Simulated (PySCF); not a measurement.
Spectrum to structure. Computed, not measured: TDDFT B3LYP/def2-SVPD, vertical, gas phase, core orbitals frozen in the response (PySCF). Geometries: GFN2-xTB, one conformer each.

| state | ν̃ (cm⁻¹) | f | main configurations (H = HOMO, L = LUMO) |
| --- | --- | --- | --- |
| S1 | 42430 | 0.012 | H→L (93%) |
| S2 | 46720 | 0.011 | H-1→L (61%), H-2→L (10%), H→L+1 (9%) |
| S3 | 47710 | 0.0003 | H-2→L (43%), H-3→L (18%), H→L+1 (13%) |
| S4 | 49510 | 0.0039 | H-3→L (56%), H-2→L (36%) |
| S5 | 49900 | 0.017 | H-1→L+1 (57%), H→L+1 (17%), H-3→L (11%) |
| S6 | 52260 | 0.085 | H→L+1 (49%), H-1→L+1 (16%), H-1→L (10%) |
| S7 | 52360 | 0.0024 | H-4→L (80%), H→L+2 (10%) |
| S8 | 52940 | 0.022 | H→L+2 (67%), H-4→L (13%) |

Task: Which candidate is it? All have the formula C2H7ClOSi3.
A. `C#C[Si@H]([SiH3])O[SiH2]Cl`
B. `C#C[SiH2][Si@H](Cl)O[SiH3]`
C. `Cl[Si@H](C#C)[SiH2]O[SiH3]`

Result: C. Its S1, at 5.26 eV, is the lowest among the candidates; the nearest of the others has S1 at 5.58 eV. S1 is HOMO→LUMO (93%). Löwdin shares by element: HOMO silicon 30% or more, chlorine 14%, oxygen 13% (atoms not listed hold the other 43%); LUMO silicon 40% or more, carbon 23% (atoms not listed hold the other 37%). At the same level the other candidates give, for their lowest levels:
- `C#C[Si@H]([SiH3])O[SiH2]Cl`: 5.58 eV (f 0.008); 6.02 eV (f 0.005); 6.30 eV (f 0.006); 6.45 eV (f 0.007); 6.69 eV (f 0.008); T1 4.94 eV; HOMO -7.87, LUMO -1.11 eV
- `C#C[SiH2][Si@H](Cl)O[SiH3]`: 5.80 eV (f 0.006); 5.90 eV (f 0.056); 6.00 eV (f 0.002); 6.34 eV (f 0.015); 6.44 eV (f 0.012); T1 4.94 eV; HOMO -7.71, LUMO -0.94 eV

Shape of the structure used: `[CH:1]#[C:2][Si@@H:3]([Cl:4])[SiH2:5][O:6][SiH3:7]`: C2–Si3–Si5–O6 64°, Si3–Si5–O6–Si7 -49°.
Triplets come from the Tamm–Dancoff approximation.
